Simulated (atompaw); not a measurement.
Before and after: PAW (atompaw) potential for Ba (Z = 56)

| Property | Result |
| --- | --- |
| Element | barium |
| Generator | atompaw 4.2.0.5 |
| Type | PAW |
| Functional | PBE |
| Relativity | scalar-relativistic |
| Frozen core | [Kr] 4d10 |
| Valence charge | 10 |
| Reference configuration | 5s2 5p6 5d0 6s1 6p1 |
| Partial waves | 5s (bound): rc 2.70 bohr; 6s (bound): rc 3.00 bohr; 5p (bound): rc 2.40 bohr; 6p (bound): rc 3.00 bohr; 5d (bound, empty): rc 3.00 bohr; 5d channel at 0.6 Ry: rc 3.00 bohr; 4f channel at -0.15 Ry: rc 3.00 bohr; 4f channel at 2.15 Ry: rc 3.00 bohr |
| Local potential | bessel scheme, radius 2.20 bohr |
| Core correction | smooth core density matched at 2.65 bohr |
| Augmentation charge | gaussian compensation charge, radius 2.80 bohr; PAW radius 3.00 bohr; waves and projectors: custom polynom gramschmidtortho |

Change: all radii scaled by about 1.29 (s 3.48, p 3.10, d 3.86, f 3.86 bohr); local potential bessel scheme, radius 2.84 bohr; augmentation gaussian compensation charge, radius 3.60 bohr; PAW radius 3.86 bohr; waves and projectors: custom polynom gramschmidtortho; core correction smooth core density matched at 3.42 bohr.

Cutoffs: the cutoffs (Ry, on a coarse ladder) from which the occupation-weighted sum of valence levels, in a spherical-Bessel basis at the reference potential, stays within 10 and 1 mRy of its value at 400 Ry; they do not see the model core or the augmentation charge, which bear on the density cutoff.

Question: What does the change do?

Answer: The potential gets softer (12 Ry and 18 Ry → 8 Ry and 15 Ry); neither file shows a bound ghost. A larger radius leaves more room for a smooth pseudo-wave, so fewer plane waves are needed.

```tsv
quantity	base	changed
cutoff, loose	12 Ry	8 Ry
cutoff, tight	18 Ry	15 Ry
loose cutoff by channel (10 mRy a level)	s 6 Ry, p 10 Ry	s 6 Ry, p 6 Ry
bound ghosts	none	none
lowest overlap eigenvalue by channel	s 0.58, p 0.20, d 0.95, f 1.00	s 0.66, p 0.63, d 0.92, f 1.00
```

 The cutoffs see the waves, projectors and local potential, not the compensation charge or the core.
